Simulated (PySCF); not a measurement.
## KTe⁺: energy against distance

Set-up: basis K x2c-SVPall, Te x2c-SVPall; spin-free X2C with a Gaussian nucleus; PySCF 2.14. Energies in eV from K⁺ + Te in their ground configurations at the same level. State: ³Σ⁻ (triplet), unpaired electrons π ↑↑.

All columns are PBE0. A positive dipole points towards Te; it is taken about the centre of mass and depends on that origin.

```tsv
R (Å)	E (eV)	μ (D)	Mulliken charge on K (basis-dependent)	HOMO (eV)	LUMO (eV)	Mayer bond order	⟨S²⟩
3.141	-0.311	-9.49	0.85	-10.96	-8.46	0.28	2.00
3.287	-0.419	-9.98	0.84	-10.84	-8.32	0.30	2.00
3.433	-0.475	-10.49	0.84	-10.70	-8.18	0.31	2.00
3.542	-0.493	-10.89	0.83	-10.60	-8.08	0.31	2.00
3.652	-0.497	-11.29	0.83	-10.49	-7.98	0.31	2.00
3.762	-0.491	-11.71	0.84	-10.38	-7.88	0.30	2.00
3.908	-0.473	-12.28	0.85	-10.23	-7.76	0.29	2.00
4.090	-0.439	-13.02	0.86	-10.05	-7.60	0.27	2.00
4.309	-0.392	-13.93	0.87	-9.84	-7.42	0.24	2.00
4.601	-0.328	-15.19	0.90	-9.57	-7.20	0.20	2.00
```

A fit through these points gives, at Re = 3.636 Å, μ = -11.23 D and dμ/dR = -3.74 D/Å; the reduced mass is 29.97 u.

Problem. How strong is the fundamental in the double-harmonic approximation, I = 42.26·(dμ/dR)²/μred km/mol?

Solution. I = 42.26·(-3.74)²/29.97 = 19.7 km/mol at PBE0.

These are scalar-relativistic numbers at best; spin–orbit coupling would shift them, the dissociation energy most. For an ion De counts to the pair picked by the measured ionisation energies or electron affinities, which need not be the lowest pair at this level. The state is the lowest determinant that a PBE0 search found; another state may lie lower at other levels.
